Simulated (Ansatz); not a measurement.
Ideal-gas functions of `FC1(F)C(F)(F)C1(F)F` at 600 K and 1 bar, from an Ansatz frequency run at PBE0-D4/def2-TZVP.

Molar mass 150.02 g/mol, point group D3h (symmetry number 6), electronic degeneracy 1, moments of inertia 300.486, 300.486, 325.001 u Å². Harmonic wavenumbers (cm⁻¹, unscaled): 140, 140, 201, 252, 257, 257, 366, 512, 512, 553, 553, 753, 819, 882, 882, 1293, 1293, 1307, 1307, 1309, 1581.

Use S(trans) = R[1.5 ln M + 2.5 ln T − 1.1517]; rotational temperatures θ = 24.2544 K / I; S(rot) = R[ln(√π/σ · √(T³/θAθBθC)) + 1.5]; for each mode x = 1.438777 ν̃/T, S = R[x/(eˣ − 1) − ln(1 − e⁻ˣ)] and H = RT x/(eˣ − 1); 1 cm⁻¹ = 0.0119627 kJ/mol; R = 8.31446 J/(mol·K).

Task: By hand: the entropy, in J/(mol·K).

Result: Translation 185.9. Rotation: θ = 0.0807, 0.0807, 0.0746 K, giving 113.8. Vibration, mode by mode: 17.43, 17.43, 14.46, 12.63, 12.47, 12.47, 9.66, 7.11, 7.11, 6.55, 6.55, 4.45, 3.92, 3.48, 3.48, 1.60, 1.60, 1.56, 1.56, 1.55, 0.92, in all 148.0. Electronic 0.0. Sum 447.7 J/(mol·K).

Task: By hand: H − E and G − E in kJ/mol, counted from the electronic energy.

Result: Zero-point energy ½ × 15169 × 0.0119627 = 90.7; thermal vibration 46.4; translation, rotation and pV give 4 RT = 20.0. H − E = 157.1 kJ/mol, and G − E = 157.1 − 600 × 447.7/1000 = -111.5 kJ/mol.

Vibration gives 33 % of the entropy, 34.9 J/(mol·K) of it from the modes under 150 cm⁻¹: soft modes count most, and the harmonic formula is weakest for them.
